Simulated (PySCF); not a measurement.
Zn(H)(Et) (C2H6Zn), SMILES C[CH2][ZnH]. Heavy atoms are numbered as in [ZnH:1][CH2:3][CH3:4]. Hydrogens are named by the atom that carries them.

Coordinates come from a PBE-D3(BJ)/def2-SVP optimisation.

Method: PySCF with PBE0/pcSseg-1.

GIAO shieldings, no solvent; atoms alike by connectivity are averaged. δ = σ(ref) − σ: ¹H against TMS (σ = 31.56 ppm); ¹³C against TMS (σ = 186.3 ppm), references at their B3LYP-D3(BJ)/def2-TZVP geometries, non-relativistic.

| nucleus | atoms | count | δ (ppm) |
|---|---|---|---|
| ¹H | H on Zn1 | 1 | 4.75 |
| ¹H | H on C4 | 3 | 1.70 |
| ¹H | H on C3 | 2 | 0.78 |
| ¹³C | C4 (CH3) | 1 | 15.4 |
| ¹³C | C3 (CH2) | 1 | 7.4 |
